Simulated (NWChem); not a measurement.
System: BH3Se2O; SMILES OB([SeH])[SeH]

```xyz
7

B      0.6760     0.0448     0.0000
O      2.0338     0.1666     0.0000
H      2.5099    -0.6818     0.0000
Se    -0.3290    -1.6537     0.0000
H      0.8714    -2.5346     0.0000
Se    -0.3163     1.7437     0.0000
H     -1.6539     1.1009     0.0000
```
Atoms are numbered in this order, from 1.

Level: PBE-D3(BJ)/def2-SVP (NWChem), optimised geometry, unscaled harmonic frequencies. This build's default masses of Se (78.918 u) and Br (79.917 u) are each other's, which moves their modes by up to 0.6 %.

```csv
frequency (cm⁻¹),IR intensity (km/mol)
137,1.2
140,0.8
269,4.2
290,1.5
383,5.6
431,23.6
461,87.0
652,41.7
728,16.4
787,125.3
1047,254.2
1307,187.2
2329,33.0
2365,12.8
3752,69.0
```

The zero-point energy is 21.5 kcal/mol. The thermal correction to the enthalpy at 298.15 K (with zero-point energy) is 26.1 kcal/mol, the heat capacity Cv is 20.3 cal/(mol K) and the entropy at 298.15 K and 1 atm (symmetry number 1) comes out as 82.4 cal/(mol K). The dipole moment comes out as 2.12 D.

Rigid rotor and harmonic oscillator.
